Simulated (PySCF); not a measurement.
PySCF input file for CH₈FNSi₂, SMILES C[SiH2][Si@H](F)N, TDA-PBE0/def2-SVPD. Geometry: B3LYP-D3(BJ)/def2-SVP. The structure was generated by enumeration; whether it is a known compound was not checked. The values are those of a single conformer.

```python
import numpy as np
from pyscf import gto, scf, dft, tdscf

mol = gto.M(
    atom='''
    C     1.98726146    0.64295969   -1.55045310
    Si    0.68065332   -0.63644378   -1.06523532
    Si   -0.38776373    0.04668081    0.90340517
    N    -1.19230964    1.53039523    0.56323372
    F    -1.40015490   -1.15396710    1.38865372
    H     2.45213427    0.39485291   -2.51749720
    H     1.52703621    1.64043108   -1.62919003
    H     2.78298090    0.69607410   -0.79053014
    H     1.29722952   -1.98704928   -0.89966358
    H    -0.35681126   -0.73753779   -2.14017694
    H     0.51500574    0.30239335    2.05983071
    H    -1.52117862    2.13628521    1.30978256
    H    -1.77285844    1.62641095   -0.26473445
    ''',
    basis='def2-SVPD',
    charge=0,
    spin=0,
    max_memory=1600,
    verbose=4,
)
mf = dft.RKS(mol, xc='pbe0').density_fit(auxbasis='def2-universal-jkfit')
mf.grids.level = 3
mf.conv_tol = 1e-9
mf.max_cycle = 100
mf.kernel()
mf.grids = dft.Grids(mol).set(level=1).build(with_non0tab=True)  # coarser grid for the response kernel
td = tdscf.TDA(mf)
td.singlet = True
td.nstates = 10
td.conv_tol = 1e-4
td.positive_eig_threshold = 1e-6
td.kernel(x0=td.get_init_guess(mf, 15))
td.analyze()
tt = tdscf.TDA(mf)
tt.singlet = False
tt.nstates = 4
tt.conv_tol = 1e-4
tt.positive_eig_threshold = 1e-6
tt.kernel(x0=tt.get_init_guess(mf, 9))
tt.analyze(verbose=3)
```

Output:

```
PySCF version 2.14.0

[INPUT] verbose = 4
[INPUT] num. atoms = 13
[INPUT] num. electrons = 58
[INPUT] charge = 0
[INPUT] spin (= nelec alpha-beta = 2S) = 0
[INPUT] symmetry False subgroup None
[INPUT] Mole.unit = angstrom
[INPUT] Symbol           X                Y                Z      unit          X                Y                Z       unit  Magmom
[INPUT]  1 C      1.987261460000   0.642959690000  -1.550453100000 AA    3.755379897303   1.215017723235  -2.929931727983 Bohr   0.0
[INPUT]  2 Si     0.680653320000  -0.636443780000  -1.065235320000 AA    1.286248360576  -1.202704437883  -2.013003013013 Bohr   0.0
[INPUT]  3 Si    -0.387763730000   0.046680810000   0.903405170000 AA   -0.732767250740   0.088213946173   1.707188350816 Bohr   0.0
[INPUT]  4 N     -1.192309640000   1.530395230000   0.563233720000 AA   -2.253138675279   2.892027847041   1.064357474920 Bohr   0.0
[INPUT]  5 F     -1.400154900000  -1.153967100000   1.388653720000 AA   -2.645909292968  -2.180681775759   2.624175212658 Bohr   0.0
[INPUT]  6 H      2.452134270000   0.394852910000  -2.517497200000 AA    4.633862190960   0.746163859388  -4.757380227359 Bohr   0.0
[INPUT]  7 H      1.527036210000   1.640431080000  -1.629190030000 AA    2.885680219194   3.099965467424  -3.078722961572 Bohr   0.0
[INPUT]  8 H      2.782980900000   0.696074100000  -0.790530140000 AA    5.259071710896   1.315389411403  -1.493885457814 Bohr   0.0
[INPUT]  9 H      1.297229520000  -1.987049280000  -0.899663580000 AA    2.451408513501  -3.754978935214  -1.700117770446 Bohr   0.0
[INPUT] 10 H     -0.356811260000  -0.737537790000  -2.140176940000 AA   -0.674275559561  -1.393744429617  -4.044348274710 Bohr   0.0
[INPUT] 11 H      0.515005740000   0.302393350000   2.059830710000 AA    0.973219801179   0.571440613390   3.892515904868 Bohr   0.0
[INPUT] 12 H     -1.521178620000   2.136285210000   1.309782560000 AA   -2.874610978344   4.036993970859   2.475130321132 Bohr   0.0
[INPUT] 13 H     -1.772858440000   1.626410950000  -0.264734450000 AA   -3.350216909224   3.073471261494  -0.500275606237 Bohr   0.0

nuclear repulsion = 298.538401511241
number of shells = 77
number of NR pGTOs = 257
number of NR cGTOs = 175
basis = def2-SVPD
ecp = {}


[settings echo left out]
init E= -775.797251183501
  HOMO = -0.304584993064294  LUMO = -0.0509807873346126  gap/eV = 6.90092
cycle= 1 E= -775.751141769838  delta_E= 0.0461  |g|= 0.623  |ddm|= 4.09
  HOMO = -0.226803788263798  LUMO = 0.00148213460334423  gap/eV = 6.21198
cycle= 2 E= -775.670238451673  delta_E= 0.0809  |g|= 0.924  |ddm|= 1.47
  HOMO = -0.288142383952561  LUMO = -0.00124436637960201  gap/eV = 7.80689
cycle= 3 E= -775.828606761187  delta_E= -0.158  |g|= 0.0696  |ddm|= 0.803
  HOMO = -0.290798860814915  LUMO = -0.00301451663034014  gap/eV = 7.83101
cycle= 4 E= -775.829343662744  delta_E= -0.000737  |g|= 0.0331  |ddm|= 0.0978
  HOMO = -0.290125453338849  LUMO = -0.00277309434206741  gap/eV = 7.81926
cycle= 5 E= -775.829587619213  delta_E= -0.000244  |g|= 0.00634  |ddm|= 0.0396
  HOMO = -0.290333368172401  LUMO = -0.00262507390737543  gap/eV = 7.82894
cycle= 6 E= -775.829596355401  delta_E= -8.74e-06  |g|= 0.00259  |ddm|= 0.00904
  HOMO = -0.290258551900356  LUMO = -0.0026097641841405  gap/eV = 7.82732
cycle= 7 E= -775.829598011488  delta_E= -1.66e-06  |g|= 0.000258  |ddm|= 0.00311
  HOMO = -0.290285977940663  LUMO = -0.00262219097995464  gap/eV = 7.82773
cycle= 8 E= -775.829598029719  delta_E= -1.82e-08  |g|= 6.24e-05  |ddm|= 0.000551
  HOMO = -0.290278309219377  LUMO = -0.00261719915643077  gap/eV = 7.82766
cycle= 9 E= -775.829598030983  delta_E= -1.26e-09  |g|= 1.39e-05  |ddm|= 0.000151
  HOMO = -0.290279757803819  LUMO = -0.00261844601965855  gap/eV = 7.82766
cycle= 10 E= -775.829598031047  delta_E= -6.43e-11  |g|= 2.36e-06  |ddm|= 3.24e-05
  HOMO = -0.290279294375835  LUMO = -0.00261811008059532  gap/eV = 7.82766
Extra cycle  E= -775.829598031049  delta_E= -1.36e-12  |g|= 1.87e-06  |ddm|= 8.29e-06
converged SCF energy = -775.829598031049
tot grids = 48200
Overwritten attributes  positive_eig_threshold  of <class 'pyscf.tdscf.rks.TDA'>


******** <class 'pyscf.tdscf.rks.TDA'> for <class 'pyscf.df.df_jk.DFRKS'> ********
nstates = 10 singlet
deg_eia_thresh = 1.000e-03
wfnsym = None
conv_tol = 0.0001
eigh lindep = 1e-12
eigh level_shift = 0
eigh max_cycle = 100


Excitation energies (eV)
[6.675407   6.77072585 7.03508165 7.26151971 7.58389108 7.93529642
 8.04475408 8.10637379 8.17903958 8.23146088]

** Singlet excitation energies and oscillator strengths **
Excited State   1:      6.67541 eV    185.73 nm  f=0.0357
      28 -> 30       -0.24257
      28 -> 31       -0.21919
      29 -> 30       -0.54371
      29 -> 31       -0.29586
Excited State   2:      6.77073 eV    183.12 nm  f=0.0351
      28 -> 30        0.32909
      29 -> 30       -0.41606
      29 -> 31        0.43625
Excited State   3:      7.03508 eV    176.24 nm  f=0.0379
      28 -> 30        0.35927
      28 -> 31        0.40226
      29 -> 31       -0.43446
Excited State   4:      7.26152 eV    170.74 nm  f=0.0494
      28 -> 30        0.43445
      28 -> 31       -0.51134
      29 -> 31       -0.12534
Excited State   5:      7.58389 eV    163.48 nm  f=0.0232
      28 -> 32       -0.11227
      29 -> 32        0.67021
Excited State   6:      7.93530 eV    156.24 nm  f=0.0180
      28 -> 32       -0.62404
      28 -> 33       -0.11712
      29 -> 32       -0.11729
      29 -> 34        0.14560
Excited State   7:      8.04475 eV    154.12 nm  f=0.0249
      26 -> 30       -0.32367
      26 -> 31        0.18598
      27 -> 30       -0.55447
Excited State   8:      8.10637 eV    152.95 nm  f=0.0836
      26 -> 30        0.36633
      27 -> 30       -0.15314
      29 -> 33        0.55121
Excited State   9:      8.17904 eV    151.59 nm  f=0.1428
      26 -> 30       -0.32130
      26 -> 31        0.23832
      27 -> 30        0.27358
      27 -> 31       -0.22495
      29 -> 33        0.31809
      29 -> 34        0.21700
      29 -> 35       -0.13791
Excited State  10:      8.23146 eV    150.62 nm  f=0.0018
      27 -> 31       -0.10857
      28 -> 32        0.19589
      28 -> 33       -0.13089
      28 -> 34        0.15378
      28 -> 35        0.10912
      29 -> 34        0.48388
      29 -> 35        0.30529
      29 -> 37        0.12159

** Transition electric dipole moments (AU) **
state          X           Y           Z        Dip. S.      Osc.
  1         0.3624      0.2595      0.1391      0.2180      0.0357
  2        -0.0288      0.2914      0.3545      0.2114      0.0351
  3         0.1306     -0.3134      0.3236      0.2200      0.0379
  4         0.5025     -0.1191     -0.1046      0.2777      0.0494
  5         0.0050      0.0875     -0.3420      0.1246      0.0232
  6        -0.0301     -0.2849      0.1024      0.0926      0.0180
  7         0.2587      0.2240     -0.0949      0.1261      0.0249
  8        -0.1902      0.4230      0.4538      0.4210      0.0836
  9        -0.3470      0.0437      0.7684      0.7127      0.1428
 10        -0.0533     -0.0212      0.0740      0.0088      0.0018

** Transition velocity dipole moments (imaginary part, AU) **
state          X           Y           Z        Dip. S.      Osc.
  1         0.0543      0.0540     -0.0132      0.0060      0.0164
  2        -0.0479      0.0078      0.0425      0.0042      0.0111
  3        -0.0101     -0.0471      0.0334      0.0034      0.0089
  4         0.0988     -0.0057     -0.0406      0.0114      0.0286
  5         0.0244     -0.0144     -0.0706      0.0058      0.0138
  6        -0.0226     -0.0557      0.0256      0.0043      0.0097
  7         0.0697      0.0478     -0.0207      0.0076      0.0171
  8        -0.0419      0.1032      0.1370      0.0312      0.0698
  9        -0.1105      0.0173      0.1947      0.0504      0.1118
 10        -0.0334     -0.0122      0.0155      0.0015      0.0033

** Transition magnetic dipole moments (imaginary part, AU) **
state          X           Y           Z
  1         0.3424      0.1895      0.3588
  2        -0.1520      0.1553     -0.3949
  3         0.0798      0.2440     -0.4866
  4         0.0381      0.1446      0.3476
  5        -0.3651      0.2512      0.0053
  6        -0.4288      0.1234     -0.2779
  7        -0.0335     -0.0953     -0.8411
  8         0.1881      0.3947      0.2411
  9         0.4698     -0.1578     -0.2009
 10        -0.2947      0.0118     -0.1156


******** <class 'pyscf.tdscf.rks.TDA'> for <class 'pyscf.df.df_jk.DFRKS'> ********
nstates = 4 triplet
deg_eia_thresh = 1.000e-03
wfnsym = None
conv_tol = 0.0001
eigh lindep = 1e-12
eigh level_shift = 0
eigh max_cycle = 100


Excitation energies (eV)
[5.79956558 6.14893812 6.40477388 6.65417904]

** Triplet excitation energies and oscillator strengths **
Excited State   1:      5.79957 eV    213.78 nm  f=0.0000
Excited State   2:      6.14894 eV    201.64 nm  f=0.0000
Excited State   3:      6.40477 eV    193.58 nm  f=0.0000
Excited State   4:      6.65418 eV    186.33 nm  f=0.0000
```

The run converged.

Cost: very roughly 2.4 core-minutes.
